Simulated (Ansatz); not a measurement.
## CH7BGe: where a starting geometry ends

The starting geometry of this gas-phase singlet was optimised with GFN2-xTB; its bonds are those of `[BH3-][GeH+][CH3]`.

```yaml
atoms:
  - { symbol: C, position_ang: [-2.0904, -0.9737, -0.1673] }
  - { symbol: B, position_ang: [1.5026, -0.0651, 0.3844] }
  - { symbol: Ge, position_ang: [-0.5659, -0.0120, 0.7474] }
  - { symbol: H, position_ang: [1.8869, -0.8116, 1.2244] }
  - { symbol: H, position_ang: [1.8951, 1.0433, 0.5193] }
  - { symbol: H, position_ang: [1.5570, -0.4994, -0.7189] }
  - { symbol: H, position_ang: [-1.4654, 0.6700, 1.9173] }
  - { symbol: H, position_ang: [-2.5822, -1.6567, 0.5245] }
  - { symbol: H, position_ang: [-2.8382, -0.2648, -0.5212] }
  - { symbol: H, position_ang: [-1.7285, -1.5468, -1.0199] }
```

**Question.** Predict what becomes of its bonds when it is optimised with r2SCAN-D4/def2-SVP.

**Answer.** A new bond forms, giving a structure with H4 bridging Ge3 and B2, given below by its coordinates. Distances that change by over a tenth: B2–H4 (1.19 → 1.35 Å). Contacts that close: Ge3–H4 (2.62 → 1.83 Å).

The energy falls by 0.55 eV over 15 steps:

```tsv
step	E − E(last) (eV)
1	0.546
3	0.304
4	0.274
6	0.126
7	0.042
9	0.006
10	0.001
12	0.000
13	0.000
15	0.000
```

Final geometry (Å):

```xyz
10

C    -1.9399   -1.0055   -0.1212
B     1.3227    0.0985    0.1967
Ge   -0.5965    0.2279    0.5801
H     0.8292   -0.8093    1.0613
H     2.0669    0.8211    0.8106
H     1.6366   -0.4798   -0.8146
H    -1.1091    0.7269    1.9551
H    -2.2686   -1.7175    0.6508
H    -2.8218   -0.4261   -0.4388
H    -1.5486   -1.5531   -0.9900
```

Frequencies at the end are all real (lowest 111 cm⁻¹). Run with Ansatz 0.2.0, 29 s on 2 threads of Arm Neoverse V1 (shared host).
